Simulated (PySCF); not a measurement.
**Electron correlation in Tl⁻ (thallium, charge -1)**

[Xe] 4f14 5d10 6s2 6p2, high-spin 3P determinant. Computed with PySCF 2.14 in aug-cc-pwCVTZ-DK3, with the spin-free X2C one-electron Hamiltonian (Gaussian nucleus). Frozen: [Kr] 4d10 4f14; 22 electrons correlated.

MP2 pair energies summed by pair of shells (mhartree):

```tsv
pair	energy	share (%)
5d-5d	-291.14	43.9
5p-5d	-125.93	19.0
5d-6s	-93.87	14.2
5p-5p	-34.75	5.2
5d-6p	-25.31	3.8
5s-5d	-21.27	3.2
6s-6p	-18.46	2.8
5s-5p	-16.78	2.5
6s-6s	-14.48	2.2
5p-6s	-10.87	1.6
6p-6p	-3.78	0.6
5s-5s	-2.90	0.4
5p-6p	-2.03	0.3
5s-6s	-0.91	0.1
5s-6p	-0.19	0.0
```

Total MP2 correlation energy: -662.66 mhartree.

Same-spin part -230.42 and opposite-spin part -432.24 mhartree; SCS-MP2 scales them by 1/3 and 6/5 to -595.50 mhartree.

Spin-orbit coupling is strong in this species, so the high-spin LS determinant is a model state.
